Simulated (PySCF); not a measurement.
**Steps of a relaxation of Ce(BH4)4**

Ce(BH4)4 (singlet; a saddle point, relaxed within its symmetry). PySCF 2.14.0, RKS B3LYP, Ce lcecp-2-SVP with ECP46, B def2-SVP, H def2-SVP; non-relativistic Hamiltonian with scalar-relativistic core potentials where named; density fitting; no spin-orbit coupling. Origin of the start: template. Columns: position (Å) and force (eV/Å). Energies are counted from the last step; some of the 12 steps are shown. Forces carry noise of the integration grid, about 0.01 to 0.03 eV/Å.

Run from Python with OMP_NUM_THREADS=4. Where DIIS fails, smearing, a level shift and second-order steps follow.
It took 88 s on 4 threads of Arm Neoverse V2, on a shared host, from the converged density of the start.

```xyz
21
step 0  E = 0.248 eV
Ce    0.0000    0.0000    0.0000     0.00    0.00    0.42
B     1.4001    1.4001    1.4001     0.60    0.60    0.60
H     2.0929    2.0929    2.0929     0.09    0.09    0.08
H     0.6787    0.6787    2.1224     0.12    0.12   -0.36
H     2.1224    0.6787    0.6787    -0.28   -0.02   -0.06
H     0.6787    2.1224    0.6787    -0.02   -0.28   -0.06
B    -1.4001   -1.4001    1.4001    -0.60   -0.60    0.60
H    -2.0929   -2.0929    2.0929    -0.09   -0.09    0.08
H    -0.6787   -0.6787    2.1224    -0.12   -0.12   -0.36
H    -2.1224   -0.6787    0.6787     0.28    0.02   -0.06
H    -0.6787   -2.1224    0.6787     0.02    0.28   -0.06
B     1.4001   -1.4001   -1.4001     0.61   -0.61   -0.71
H     2.0929   -2.0929   -2.0929     0.07   -0.07   -0.09
H     1.6412   -1.6412   -0.1975    -0.22    0.22   -0.01
H     0.1975   -1.6412   -1.6412     0.01    0.18    0.20
H     1.6412   -0.1975   -1.6412    -0.18   -0.01    0.20
B    -1.4001    1.4001   -1.4001    -0.61    0.61   -0.71
H    -2.0929    2.0929   -2.0929    -0.07    0.07   -0.09
H    -1.6412    1.6412   -0.1975     0.22   -0.22   -0.01
H    -0.1975    1.6412   -1.6412    -0.01   -0.18    0.20
H    -1.6412    0.1975   -1.6412     0.18    0.01    0.20
```

```xyz
21
step 4  E = 0.014 eV
Ce    0.0000    0.0000    0.0297     0.00    0.00    0.22
B     1.4672    1.4672    1.4276    -0.04   -0.04   -0.09
H     2.1761    2.1761    2.0919    -0.01   -0.01   -0.02
H     0.7285    0.7285    2.1080     0.03    0.03    0.01
H     2.1039    0.6953    0.6747     0.01    0.02   -0.02
H     0.6953    2.1039    0.6747     0.02    0.01   -0.02
B    -1.4672   -1.4672    1.4276     0.04    0.04   -0.09
H    -2.1761   -2.1761    2.0919     0.01    0.01   -0.02
H    -0.7285   -0.7285    2.1080    -0.03   -0.03    0.01
H    -2.1039   -0.6953    0.6747    -0.01   -0.02   -0.02
H    -0.6953   -2.1039    0.6747    -0.02   -0.01   -0.02
B     1.4287   -1.4287   -1.4344    -0.08    0.08    0.05
H     2.1160   -2.1160   -2.1412    -0.01    0.01    0.01
H     1.6176   -1.6176   -0.2057     0.01   -0.01   -0.01
H     0.1996   -1.6139   -1.6053    -0.01    0.00   -0.01
H     1.6139   -0.1996   -1.6053     0.00    0.01   -0.01
B    -1.4287    1.4287   -1.4344     0.08   -0.08    0.05
H    -2.1160    2.1160   -2.1412     0.01   -0.01    0.01
H    -1.6176    1.6176   -0.2057    -0.01    0.01   -0.01
H    -0.1996    1.6139   -1.6053     0.01    0.00   -0.01
H    -1.6139    0.1996   -1.6053     0.00   -0.01   -0.01
```

```xyz
21
step 7  E = 0.001 eV
Ce    0.0000    0.0000    0.0686     0.00    0.00    0.13
B     1.4913    1.4913    1.4047    -0.02   -0.02   -0.01
H     2.2180    2.2180    2.0282     0.00    0.00    0.01
H     0.7685    0.7685    2.1249     0.02    0.02   -0.01
H     2.1117    0.7045    0.6559     0.02    0.01    0.01
H     0.7045    2.1116    0.6559     0.01    0.02    0.01
B    -1.4913   -1.4913    1.4047     0.02    0.02   -0.01
H    -2.2180   -2.2180    2.0282     0.00    0.00    0.01
H    -0.7685   -0.7685    2.1249    -0.02   -0.02   -0.01
H    -2.1116   -0.7045    0.6559    -0.02   -0.01    0.01
H    -0.7045   -2.1117    0.6559    -0.01   -0.02    0.01
B     1.4040   -1.4040   -1.4169     0.00    0.00   -0.01
H     2.0829   -2.0829   -2.1390     0.00    0.00    0.00
H     1.6087   -1.6087   -0.1940     0.02   -0.02   -0.01
H     0.1752   -1.5899   -1.5770     0.00   -0.02   -0.02
H     1.5899   -0.1752   -1.5770     0.02    0.00   -0.02
B    -1.4040    1.4040   -1.4169     0.00    0.00   -0.01
H    -2.0829    2.0829   -2.1390     0.00    0.00    0.00
H    -1.6087    1.6087   -0.1940    -0.02    0.02   -0.01
H    -0.1752    1.5899   -1.5770     0.00    0.02   -0.02
H    -1.5899    0.1752   -1.5770    -0.02    0.00   -0.02
```

Problem. Where does the relaxation end?

Solution. It converges at step 11 in C2v:
```xyz
21
step 11  E = 0
Ce    0.0000    0.0000    0.0771
B     1.4951    1.4951    1.4052
H     2.2209    2.2209    2.0312
H     0.7751    0.7751    2.1282
H     2.1171    0.7084    0.6580
H     0.7084    2.1171    0.6580
B    -1.4951   -1.4951    1.4052
H    -2.2209   -2.2209    2.0312
H    -0.7751   -0.7751    2.1282
H    -2.1171   -0.7084    0.6580
H    -0.7084   -2.1171    0.6580
B     1.4020   -1.4020   -1.4190
H     2.0778   -2.0778   -2.1475
H     1.6146   -1.6146   -0.1983
H     0.1735   -1.5904   -1.5772
H     1.5904   -0.1735   -1.5772
B    -1.4020    1.4020   -1.4190
H    -2.0778    2.0778   -2.1475
H    -1.6146    1.6146   -0.1983
H    -0.1735    1.5904   -1.5772
H    -1.5904    0.1735   -1.5772
```

Problem. How did the contacts change?

Solution. 
| contact | start (Å) | end (Å) |
| --- | --- | --- |
| Ce1–H4 (BH4) | 2.329 | 2.326 |
| Ce1–H9 (BH4) | 2.329 | 2.326 |
| Ce1–H14 (BH4) | 2.329 | 2.300 |
| Ce1–H19 (BH4) | 2.329 | 2.300 |
| Ce1–H6 (BH4) | 2.329 | 2.307 |
| Ce1–H10 (BH4) | 2.329 | 2.307 |
